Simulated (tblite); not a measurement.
**Question.** Give a GFN2-xTB geometry of `C=N[Si@@](Cl)(C#CC)CCC`.

**Answer.** 
```xyz
22
C7H12ClNSi angstrom
C     -0.410   -2.507    1.540
N     -0.060   -2.356    0.353
Si    -0.295   -1.136   -0.848
Cl    -1.095   -2.156   -2.414
C     -1.436    0.262   -0.437
C     -2.163    1.174   -0.133
C     -3.029    2.274    0.219
C      1.446   -0.495   -1.274
C      2.322   -0.184   -0.063
C      1.738    0.911    0.819
H     -1.039   -1.808    2.098
H     -0.080   -3.392    2.080
H     -3.839    1.923    0.857
H     -3.454    2.714   -0.684
H     -2.462    3.037    0.752
H      1.955   -1.239   -1.889
H      1.354    0.403   -1.888
H      3.310    0.131   -0.411
H      2.454   -1.093    0.528
H      2.429    1.164    1.620
H      1.545    1.807    0.233
H      0.799    0.589    1.263
```

Any rigid rotation of these coordinates is as good. Atoms count from 1 in this order. The C–Si distances run from 1.851 Å (Si3–C5, drawn single) to 1.904 Å (Si3–C8, drawn single), a spread of 0.053 Å. Of the pairs four or more bonds apart, Si3···H22 is among the closest relative to their van der Waals radii: 2.94 Å, 89 % of the sum of Bondi's values. The 4 C–C bonds span 1.206 Å (C5≡C6, drawn triple) to 1.527 Å (C8–C9, drawn single), a spread of 0.321 Å. Si3 (chlorine-bound silicon) is distorted tetrahedral (angles from 103.6° to 117.6°).

Bonds between heavy atoms (Å): C1=N2 1.246, N2–Si3 1.728, Si3–Cl4 2.033, Si3–C5 1.851, C5≡C6 1.206, C6–C7 1.444, Si3–C8 1.904, C8–C9 1.527, C9–C10 1.523.

The geometry is computed with GFN2-xTB (gas phase).

Point group: C1 (no symmetry element, even within 0.4 Å). Its lowest GFN2-xTB frequency is 8 cm⁻¹, too small to tell a flat minimum from a shallow saddle. One conformer, not necessarily the lowest (C1–N2–Si3–Cl4 -125°, N2–Si3–C8–C9 -47°, Si3–C8–C9–C10 -62°). 3 starts were optimised and ended at 0.00, 0.19 and 0.65 kcal/mol (GFN2-xTB); the lowest of these is shown.
